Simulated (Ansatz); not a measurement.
Program: Ansatz. Geometries: PBE0-D4/def2-TZVP. ΔE: electronic, gas phase. CCSD(T)/CBS adds triple-zeta CCSD(T) − MP2 to the extrapolated MP2 energy (def2 sets, frozen cores). This one scheme is used for every species. DFT in def2-TZVPP. B3LYP here is the variant with VWN-RPA as its local correlation; programs differ in this. Each species was taken in one conformer, which may not be the lowest.

Reaction (substitution at a C–Si bond): `C=C[Si](N)(O)F` + `F[Si](F)(F)S` → `C=CS[Si](F)(F)F` + `N[SiH](O)F`

```
          species  B3LYP energy (Eh)
 `C=C[Si](N)(O)F`         -599.45397
   `F[Si](F)(F)S`         -988.25443
`C=CS[Si](F)(F)F`        -1065.67170
     `N[SiH](O)F`         -522.01836
```

Task: Work out ΔE.

Result: ΔE = (-1065.67170) + (-522.01836) − (-599.45397) − (-988.25443) = 0.01834 Eh = +0.50 eV. CCSD(T)/CBS gives +0.51 eV.

Largest T1 diagnostic among the species: 0.012.

From PBE to PBE0 (25 % exact exchange), in def2-TZVPP and without D4, ΔE moves by +0.04 eV.
